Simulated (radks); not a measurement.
Species: the tungsten ion W1.75+. Configuration: [Xe] 4f14 5d4 6s(up 0.25, down 0) (fractional occupations, a model configuration). Method: scalar-relativistic Kohn-Sham, SCAN, spin-polarised, spherical densities, finite nucleus; open shells are filled with parallel spins first (spin-orbit coupling, left out, can overturn this in heavy ions); meta-GGA in the generalised Kohn-Sham scheme; Fermi nuclear charge, rms radius 5.3658 fm; computed with a radial shooting solver on a logarithmic mesh with Libxc functionals.

Normalised radial functions P(r) = r R(r), r in bohr:

r	4f up	5d up
0.001443	0.0000	0.0000
0.00194	0.0000	0.0000
0.002629	0.0000	0.0001
0.003535	0.0000	0.0001
0.004791	0.0000	0.0003
0.006442	0.0000	0.0007
0.00873	0.0001	0.0016
0.01174	0.0002	0.0036
0.01591	0.0005	0.0077
0.02156	0.0014	0.0163
0.02898	0.0039	0.0323
0.03928	0.0107	0.0614
0.05281	0.0277	0.1060
0.07158	0.0689	0.1654
0.09623	0.1544	0.2172
0.1304	0.3191	0.2188
0.1753	0.5720	0.1200
0.2376	0.8998	-0.0890
0.3195	1.1851	-0.2941
0.433	1.3026	-0.3283
0.5822	1.1782	-0.1016
0.789	0.8812	0.2972
1.061	0.5514	0.6384
1.438	0.2794	0.7840
1.933	0.1136	0.7092
2.62	0.0342	0.4877
3.522	0.0071	0.2494
4.773	0.0008	0.0836
6.417	0.0000	0.0171
8.697	0.0000	0.0017

4f up: eigenvalue -47.495 eV, 0 radial nodes, <r> = 0.610 bohr, 90 % of the charge inside 1.01 bohr. 5d up: eigenvalue -19.012 eV, 2 radial nodes at r = 0.212, 0.633 bohr, <r> = 1.88 bohr, 90 % of the charge inside 2.91 bohr.

Empty levels of this run are not shown, since the potential may be unsettled where no density lies.
